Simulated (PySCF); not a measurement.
# Two-component Hartree-Fock for Ag¹²⁺ (silver, charge +12)

Start: [Ar] 3d10 4s2 4p5; 4p1/2 filled at m_j = +1/2; 4p3/2 filled at m_j = -3/2, -1/2, +1/2, +3/2. Calculated with PySCF 2.14 in an uncontracted even-tempered set (18 s from 0.5 bohr⁻², ratio 2.8; 14 p from 0.65 bohr⁻², ratio 2.8; 9 d from 1.1 bohr⁻², ratio 2.8; 4 f from 5.1 bohr⁻², ratio 3): generalised Hartree-Fock with the X2C-1e Hamiltonian and a Gaussian nucleus; one run each with spin-orbit coupling (SO) screened by Boettger's factors, then bare. This is a chosen level, not necessarily the ground level.

```csv
spinor shell,electrons,"ε, screened SO (eV)","ε, bare SO (eV)",weight of nominal j (bare SO),"rms radius, bare SO (bohr)"
1s1/2,2,-25912.4,-25912.3,1.000,0.0357
2s1/2,2,-4129.9,-4129.9,1.000,0.146
2p1/2,2,-3846.9,-3852.7,1.000,0.127
2p3/2,4,-3670.0,-3667.6,1.000,0.132
3s1/2,2,-1004.6,-1004.6,1.000,0.391
3p1/2,2,-889.89,-890.96,1.000,0.385
3p3/2,4,-858.02,-857.58,1.000,0.396
3d3/2,4,-657.85,-658.93,1.000,0.370
4s1/2,2,-344.73,-344.73,0.999,0.898
4p1/2,1,-304.53,-304.77,1.000,0.927
4p3/2,4,-295.67,-295.58,1.000,0.948
```

Q: Where does 3d5/2 lie, and what is the 3d spin-orbit splitting (bare SO)?

A: At -650.93 eV, 8.005 eV above 3d3/2.

```
   quantity  screened SO      bare SO
E (hartree)  -5266.40332  -5266.49306
        M_J          1/2          1/2
       ⟨J²⟩        0.755        0.755
       ⟨L²⟩        2.019        2.021
       ⟨S²⟩        0.763        0.764
```

Each row is a mean over spinors that exchange with the open shell spreads, by up to 2.669 eV (3p1/2).

Breit and QED terms are absent; they matter most for the inner s and p1/2 levels.

Densities and radii are taken from the X2C orbitals without a picture-change correction, which distorts them close to the nucleus.
